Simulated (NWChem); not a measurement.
System: MoSOF2; SMILES [O]=[Mo]([F])([F])=[S]

Here is an NWChem input.

```
start job
memory heap 200 mb stack 900 mb global 1100 mb
geometry units angstroms noautoz
  Mo     0.026536    -0.191138     0.000000
  O      1.615451    -0.659006     0.000000
  S      0.002305     1.908641     0.000000
  F     -0.787160    -0.796169     1.527033
  F     -0.787160    -0.796169    -1.527033
end
basis spherical
  * library def2-svp
end
ecp
  Mo library def2-ecp
end
dft
  xc bhlyp
  iterations 150
  vectors input atomic output neutral.movecs
end
task dft energy
charge 1
dft
  odft
  mult 2
  vectors input atomic output cation.movecs
end
task dft energy
```

Geometry: optimised at PBE0/def2-SVP. def2 effective core potentials on Mo; no spin-orbit coupling.

Ions are spin-unrestricted doublets at the neutral geometry; other ion states weren't tried.

Question: Give the results of this calculation. (BHandHLYP/def2-SVP with def2 effective core potentials on Mo, vertical spin-unrestricted ions.) Quantities: vertical ionisation energy, ΔSCF (eV); −ε(HOMO) (eV).

Answer: 
| Item | Result |
|---|---|
| vertical ionisation energy, ΔSCF (eV) | 10.74 |
| −ε(HOMO) (eV) | 9.65 |
